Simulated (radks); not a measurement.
Results of a calculation; reference values are marked as such.
Ru IV, configuration [Kr] 4d5 (the NIST ground configuration). Level of theory: scalar-relativistic Kohn-Sham, BLYP, spin-polarised, spherical densities, point nucleus; open shells are filled with parallel spins first (spin-orbit coupling, left out, can overturn this in heavy ions) (a radial shooting solver on a logarithmic mesh with Libxc functionals).

Normalised radial functions P(r) = r R(r), r in bohr:

```
   r/bohr * 3d up, o 4s up, + 4p up (the largest magnitude, 1.63, reaches the edge; | marks zero, & curves that meet)
 0.001703                             &o
 0.001952                             &o
 0.002218                             &o
 0.002541                             &o
 0.002911                             & o
 0.003309                             & o
 0.003791                             & o
 0.004343                             & o
 0.004936                             & o
 0.005656                             &  o
 0.006479                             &  o
 0.007364                             &  o
 0.008437                             &  o
 0.009666                             *+  o
  0.01099                             *+  o
  0.01259                             *+  o
  0.01442                             *+  o
  0.01639                             *+  o
  0.01878                             * + o
  0.02151                             * + o
  0.02445                             * +o
  0.02801                             |* &
  0.03209                             |*o+
  0.03648                             |&  +
  0.04179                             o*   +
  0.04788                            o| *  +
  0.05441                          o  |  *  +
  0.06234                         o   |   * +
  0.07142                        o    |    *+
  0.08118                       o     |     &
    0.093                      o      |     + *
   0.1066                      o      |    +    *
   0.1211                       o     |  +         *
   0.1387                         o   |+             *
    0.159                            &|                 *
   0.1807                          +  | o                  *
    0.207                       +     |    o                 *
   0.2371                     +       |       o                *
   0.2695                    +        |         o                *
   0.3088                   +         |          o               *
   0.3538                     +       |        o                *
   0.4021                       +     |     o                 *
   0.4606                           + | o                   *
   0.5278                         o   |  +              *
   0.5998                   o         |       +      *
   0.6872              o              |          *+
   0.7873           o                 |       *       +
   0.8948          o                  |    *            +
    1.025           o                 |  *              +
    1.175             o               | *              +
    1.335                o            |*            +
    1.529                    o        *          +
    1.752                       o     *       +
    1.991                         o   *    +
    2.282                           o *  +
    2.614                            o* +
    2.971                             &+
    3.404                             &
      3.9                             &
    4.432                             &
    5.078                             &
```

3d up: eigenvalue -308.53 eV, 0 radial nodes, <r> = 0.384 bohr, 90 % of the charge inside 0.612 bohr. 4s up: eigenvalue -112.20 eV, 3 radial nodes at r = 0.0422, 0.170, 0.480 bohr, <r> = 1.01 bohr, 90 % of the charge inside 1.47 bohr. 4p up: eigenvalue -81.912 eV, 2 radial nodes at r = 0.151, 0.488 bohr, <r> = 1.11 bohr, 90 % of the charge inside 1.63 bohr.
